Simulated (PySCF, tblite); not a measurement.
Compound: C₄H₆B₂F₂.
SMILES: `B/C(C=C)=C/B(F)F`

Jobs on this species (14 atoms, 58 electrons) with PySCF (density fitting) and tblite. Hardware of each: one thread of an Arm Neoverse N1, no GPU, on a shared host. Times come from a shared host and carry two figures at best.

```csv
level and settings,work,basis functions,SCF cycles,wall time
PBE0/def2-SVPD,"8 singlets by full TDDFT, 3 Tamm–Dancoff triplets, polarisability, density and orbital grids written",214,?,?
GFN2-xTB,L-BFGS relaxation,–,–,0.59 s
GFN2-xTB,Hessian by finite differences,–,–,0.59 s
PBE0/pcSseg-1,"shieldings, charges and field gradients, density and orbital grids written",166,?,?
```

**Question.** Fill in the missing figures.

**Answer.** 
- PBE0/def2-SVPD; 8 singlets by full TDDFT, 3 Tamm–Dancoff triplets, polarisability, density and orbital grids written: 70 s, 14 SCF cycles
- PBE0/pcSseg-1; shieldings, charges and field gradients, density and orbital grids written: 43 s, 14 SCF cycles

**Question.** What do all jobs in the table cost together?

**Answer.** About 1.9 min; the longest takes about 61 % of that, and about 120 times as long as the shortest.
